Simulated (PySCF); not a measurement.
NMR data simulated for an unnamed compound:

$^{1}$H NMR (400 MHz, computed): δ 6.75 (q, 1H), 6.56 (m, 1H), 6.29 (m, 1H), 5.91 (m, 1H), 4.44 (d, 3H).

$^{13}$C{$^{1}$H} NMR (computed): δ 149.7 (CH), 144.4 (CH), 138.2 (C), 130.2 (CH2), 120.5 (C).

Level of theory: structure optimised with GFN2-xTB, σ from GIAO-PBE0/pcSseg-1, in PySCF 2.14 (isolated molecule, equivalent nuclei averaged, one conformer, no relativistic terms).

Chemical shifts δ = σref − σ; $^{1}$H (σ = 31.72 ppm), $^{13}$C (σ = 186.93 ppm) against TMS, all at this level.

Task: Which of these does the molecule contain: a Si–H bond, a CH3CH2 unit, a vinyl group CH=CH2, a non-aromatic C=C double bond, an NH or NH2 group, a CF3 group?

Result: 
- A Si–H bond: yes (δH 4.44 (d)).
- A CH3CH2 unit: no.
- A vinyl group CH=CH2: yes (δC 130.2, 144.4; δH 6.29 (m), 5.91 (m), 6.56 (m)).
- A non-aromatic C=C double bond: yes.
- An NH or NH2 group: no.
- A CF3 group: no.

The data belong to `InChI=1S/C5H7NSi/c1-2-5(3-6)4-7/h2,4H,1H2,7H3/b5-4-`; they needn't prove each group on their own.

Carbon signals by region: 5 in the sp2 and nitrile region (100–160 ppm).

Shifts are as computed. Against solution values, carbons near 30 ppm lie about +3 ppm off and those near 130 ppm about +5 ppm. Of 1211 compounds with measured shifts, 218 miss one by over three times the rms of a fit or turn the order of signals round; such compounds aren't used in these exercises. No couplings were computed; multiplicities are counted from neighbouring protons, with m where these are inequivalent, close in shift, in a saturated or five-membered ring or joined by F or P, and br s for small geminal =CH2 splittings.
